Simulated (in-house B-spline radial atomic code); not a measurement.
Ionisation energies along the 29-electron series, configuration [Ar] 3d10 4s1, as differences of self-consistent energies. Dirac energy differences include first-order Breit, QED and recoil terms. NIST's values go from ground level to ground level; the uncertainty of those that are theory runs from under 0.1 % in few-electron ions to several per cent in heavy many-electron ones. Computed with an all-electron radial atomic-structure program (B-spline basis): Dirac-Hartree-Fock, average of the configuration, finite nuclei.

```
  ion  configuration after  ionisation energy (eV)  IE/(q+1)² (eV)  -ε less Coulomb ΔSCF (eV)  Breit and QED recoil part (eV)  tabulated value (eV)  tabulated kind  computed minus tabulated (eV)
Cs26+            [Ar] 3d10                   914.6          1.2546                    0.16598                        -0.84485                 916.1  semi-empirical                           -1.5
Ba27+            [Ar] 3d10                   975.1          1.2438                    0.16823                        -0.92114                976.62  semi-empirical                           -1.5
La28+            [Ar] 3d10                  1037.6          1.2338                    0.17049                         -1.0022               1039.09  semi-empirical                           -1.5
Ce29+            [Ar] 3d10                  1102.0          1.2245                    0.17275                          -1.088                1103.5  semi-empirical                           -1.5
Pr30+            [Ar] 3d10                  1168.4          1.2159                    0.17501                         -1.1789                1169.9  semi-empirical                           -1.5
Nd31+            [Ar] 3d10                       ?               ?                          ?                               ?                     ?  semi-empirical                              ?
Pm32+            [Ar] 3d10                       ?               ?                          ?                               ?                     ?  semi-empirical                              ?
Sm33+            [Ar] 3d10                       ?               ?                          ?                               ?                     ?  semi-empirical                              ?
Eu34+            [Ar] 3d10                  1454.2          1.1871                    0.18417                         -1.5956               1456.06  semi-empirical                           -1.9
Gd35+            [Ar] 3d10                  1530.7          1.1811                    0.18651                         -1.7141                1532.3  semi-empirical                           -1.6
Tb36+            [Ar] 3d10                  1609.3          1.1756                    0.18887                          -1.839                1610.4  semi-empirical                           -1.1
```

(1) Fill in the row of Nd31+.

(2) Fill in the row of Pm32+.

(3) Fill in the row of Sm33+.

(4) How far is this level of theory from the measured and semi-empirical values?

Answers

(1) ionisation energy (eV): 1236.9; IE/(q+1)² (eV): 1.2079; -ε less Coulomb ΔSCF (eV): 0.17728; Breit and QED recoil part (eV): -1.2749; tabulated value (eV): 1238.42; computed minus tabulated (eV): -1.6.

(2) ionisation energy (eV): 1307.3; IE/(q+1)² (eV): 1.2004; -ε less Coulomb ΔSCF (eV): 0.17956; Breit and QED recoil part (eV): -1.3762; tabulated value (eV): 1308.7; computed minus tabulated (eV): -1.4.

(3) ionisation energy (eV): 1379.7; IE/(q+1)² (eV): 1.1935; -ε less Coulomb ΔSCF (eV): 0.18186; Breit and QED recoil part (eV): -1.4829; tabulated value (eV): 1381.56; computed minus tabulated (eV): -1.8.

(4) Over those 11 rows the differences run from -1.86 to -1.06 eV (mean absolute value 1.5 eV). The calculation leaves out correlation and, in open shells, the multiplet splittings that an average leaves out.
